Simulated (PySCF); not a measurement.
# Correlation energy of Kr⁺ (krypton, charge +1)

[Ar] 3d10 4s2 4p4 4d1, one real determinant (an excited configuration). Calculation: PySCF 2.14, in aug-cc-pVDZ-DK; scalar relativity by spin-free X2C-1e. Frozen: [Ar] 3d10; 7 electrons correlated.

MP2 pair energies summed by pair of shells (mhartree):

```json
{"pair": "4p-4p", "energy": "-31.10", "share (%)": "44.4"}
{"pair": "4s-4p", "energy": "-28.00", "share (%)": "40.0"}
{"pair": "4s-4s", "energy": "-5.49", "share (%)": "7.8"}
{"pair": "4p-4d", "energy": "-3.48", "share (%)": "5.0"}
{"pair": "4s-4d", "energy": "-1.92", "share (%)": "2.7"}
```

Total MP2 correlation energy: -69.98 mhartree.

Same-spin part -17.14 and opposite-spin part -52.85 mhartree; SCS-MP2 scales them by 1/3 and 6/5 to -69.13 mhartree.

The reference is one real determinant that mixes LS terms of this configuration.
